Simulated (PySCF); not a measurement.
Isomers of C6H12FNSi.

All values: PBE0/pcSseg-1 (PySCF) at GFN2-xTB geometries, gas phase, one conformer each.

Question: Rank by HOMO energy, highest first.
A. `[CH2:1]=[CH:2]/[C:3]([CH3:4])=[N:5]\[C@H:6]([SiH3:7])[CH2:8][F:9]` with C1–C2–C3–C4 -9°, C3–N5–C6–Si7 -86°, N5–C6–C8–F9 166°
B. `[CH3:1][NH:2][Si@@:3]1([F:4])[CH:5]=[C:6]([CH3:7])[CH2:8][CH2:9]1` with C1–N2–Si3–F4 179°
C. `[CH:1]#[C:2][CH2:3][C@H:4]([F:5])[SiH2:6][N:7]([CH3:8])[CH3:9]` with C2–C3–C4–F5 -168°, C3–C4–Si6–N7 -163°, C4–Si6–N7–C8 -44°
D. `[CH3:1][N:2]1[CH2:3][CH2:4][C:5]([CH2:6][SiH3:7])=[C:8]1[F:9]` with C4–C5–C6–Si7 -76°, C1–N2–C3–C4 153°, N2–C3–C4–C5 -17°, C3–C4–C5–C6 -176°, C1–N2–C8–C5 -147°
E. `[CH2:1]=[C:2]([F:3])[Si@@H:4]1[CH2:5][C@@H:6]1[N:7]([CH3:8])[CH3:9]` with C1–C2–Si4–C5 36°, C5–C6–N7–C8 75°
F. `[CH2:1]=[C:2]([CH3:3])[SiH2:4][C@@H:5]([F:6])/[CH:7]=[N:8]\[CH3:9]` with C1–C2–Si4–C5 -92°, C2–Si4–C5–F6 -68°, Si4–C5–C7–N8 80°

Answer: D (-5.29 eV), E (-6.21 eV), C (-6.41 eV), B (-6.61 eV), F (-6.95 eV), A (-7.15 eV).

Question: Rank by dipole moment, highest first.
A. `[CH2:1]=[C:2]([CH3:3])[SiH2:4][C@@H:5]([F:6])/[CH:7]=[N:8]\[CH3:9]` with C1–C2–Si4–C5 -92°, C2–Si4–C5–F6 -68°, Si4–C5–C7–N8 80°
B. `[CH3:1][NH:2][Si@@:3]1([F:4])[CH:5]=[C:6]([CH3:7])[CH2:8][CH2:9]1` with C1–N2–Si3–F4 179°
C. `[CH2:1]=[CH:2]/[C:3]([CH3:4])=[N:5]\[C@H:6]([SiH3:7])[CH2:8][F:9]` with C1–C2–C3–C4 -9°, C3–N5–C6–Si7 -86°, N5–C6–C8–F9 166°
D. `[CH:1]#[C:2][CH2:3][C@H:4]([F:5])[SiH2:6][N:7]([CH3:8])[CH3:9]` with C2–C3–C4–F5 -168°, C3–C4–Si6–N7 -163°, C4–Si6–N7–C8 -44°
E. `[CH2:1]=[C:2]([F:3])[Si@@H:4]1[CH2:5][C@@H:6]1[N:7]([CH3:8])[CH3:9]` with C1–C2–Si4–C5 36°, C5–C6–N7–C8 75°

Answer: C (2.81 D), B (2.42 D), E (2.11 D), A (1.95 D), D (1.32 D).

Question: Rank by the highest IAO charge on any atom, highest value first.
A. `[CH3:1][N:2]1[CH2:3][CH2:4][C:5]([CH2:6][SiH3:7])=[C:8]1[F:9]` with C4–C5–C6–Si7 -76°, C1–N2–C3–C4 153°, N2–C3–C4–C5 -17°, C3–C4–C5–C6 -176°, C1–N2–C8–C5 -147°
B. `[CH2:1]=[C:2]([CH3:3])[SiH2:4][C@@H:5]([F:6])/[CH:7]=[N:8]\[CH3:9]` with C1–C2–Si4–C5 -92°, C2–Si4–C5–F6 -68°, Si4–C5–C7–N8 80°
C. `[CH3:1][NH:2][Si@@:3]1([F:4])[CH:5]=[C:6]([CH3:7])[CH2:8][CH2:9]1` with C1–N2–Si3–F4 179°
D. `[CH2:1]=[C:2]([F:3])[Si@@H:4]1[CH2:5][C@@H:6]1[N:7]([CH3:8])[CH3:9]` with C1–C2–Si4–C5 36°, C5–C6–N7–C8 75°
E. `[CH2:1]=[C:2]1[SiH2:3][N:4]([CH3:5])[CH2:6][C@@H:7]1[CH2:8][F:9]` with C6–C7–C8–F9 66°, C1–C2–Si3–N4 174°, C2–Si3–N4–C5 -174°, Si3–N4–C6–C7 31°, N4–C6–C7–C8 84°

Answer: C (+1.398 e), E (+0.865 e), D (+0.762 e), B (+0.739 e), A (+0.602 e).

All values together:

```csv
SMILES,μ (D),HOMO (eV),LUMO (eV),lowest IAO charge (e),highest IAO charge (e),lowest Hirshfeld charge (e),highest Hirshfeld charge (e)
C=C/C(C)=N\[C@H]([SiH3])CF,2.81,-7.15,-1.49,-0.439 (C),+0.598 (Si),-0.138 (N),+0.302 (Si)
C=C1[SiH2]N(C)C[C@@H]1CF,1.33,-6.36,-0.45,-0.512 (N),+0.865 (Si),-0.173 (N),+0.357 (Si)
C=C(C)[SiH2][C@@H](F)/C=N\C,1.95,-6.95,-0.49,-0.419 (C),+0.739 (Si),-0.159 (N),+0.335 (Si)
CN[Si@@]1(F)C=C(C)CC1,2.42,-6.61,-0.12,-0.687 (N),+1.398 (Si),-0.251 (N),+0.462 (Si)
CN1CCC(C[SiH3])=C1F,1.97,-5.29,0.90,-0.530 (C),+0.602 (Si),-0.159 (C),+0.310 (Si)
C#CC[C@H](F)[SiH2]N(C)C,1.32,-6.41,0.64,-0.504 (N),+0.875 (Si),-0.175 (N),+0.352 (Si)
C=C(F)[Si@@H]1C[C@@H]1N(C)C,2.11,-6.21,-0.58,-0.529 (C),+0.762 (Si),-0.171 (C),+0.320 (Si)
```

Conformers: `[CH2:1]=[CH:2]/[C:3]([CH3:4])=[N:5]\[C@H:6]([SiH3:7])[CH2:8][F:9]` with C1–C2–C3–C4 -9°, C3–N5–C6–Si7 -86°, N5–C6–C8–F9 166°; `[CH2:1]=[C:2]1[SiH2:3][N:4]([CH3:5])[CH2:6][C@@H:7]1[CH2:8][F:9]` with C6–C7–C8–F9 66°, C1–C2–Si3–N4 174°, C2–Si3–N4–C5 -174°, Si3–N4–C6–C7 31°, N4–C6–C7–C8 84°; `[CH2:1]=[C:2]([CH3:3])[SiH2:4][C@@H:5]([F:6])/[CH:7]=[N:8]\[CH3:9]` with C1–C2–Si4–C5 -92°, C2–Si4–C5–F6 -68°, Si4–C5–C7–N8 80°; `[CH3:1][NH:2][Si@@:3]1([F:4])[CH:5]=[C:6]([CH3:7])[CH2:8][CH2:9]1` with C1–N2–Si3–F4 179°; `[CH3:1][N:2]1[CH2:3][CH2:4][C:5]([CH2:6][SiH3:7])=[C:8]1[F:9]` with C4–C5–C6–Si7 -76°, C1–N2–C3–C4 153°, N2–C3–C4–C5 -17°, C3–C4–C5–C6 -176°, C1–N2–C8–C5 -147°; `[CH:1]#[C:2][CH2:3][C@H:4]([F:5])[SiH2:6][N:7]([CH3:8])[CH3:9]` with C2–C3–C4–F5 -168°, C3–C4–Si6–N7 -163°, C4–Si6–N7–C8 -44°; `[CH2:1]=[C:2]([F:3])[Si@@H:4]1[CH2:5][C@@H:6]1[N:7]([CH3:8])[CH3:9]` with C1–C2–Si4–C5 36°, C5–C6–N7–C8 75°.
